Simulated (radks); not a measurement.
Problem. Ionisation ladder of selenium, from Se to Se2+. Each ion is in the ground configuration listed by NIST, and IE = E(next ion) - E(this ion). All-electron calculation, Dirac Kohn-Sham, PBE, spin-unpolarised, spherical densities, finite nucleus; open shells fill j = l - 1/2 first; Fermi nuclear charge, rms radius 4.14 fm. Program: a radial shooting solver on a logarithmic mesh with Libxc functionals.

species      configuration  IE, Delta-SCF (eV)  <r> HOMO (bohr)
Se       [Ar] 3d10 4s2 4p4              10.657             2.32
Se+      [Ar] 3d10 4s2 4p3                   ?             2.14
Se2+     [Ar] 3d10 4s2 4p2              31.166             1.97

Estimate the withheld Delta-SCF values.

Solution. Se+: 20.110 eV (NIST 21.20).

Beside tabulated values, note that spin-unpolarised runs miss the spin-polarisation part of the exchange energy of open shells.
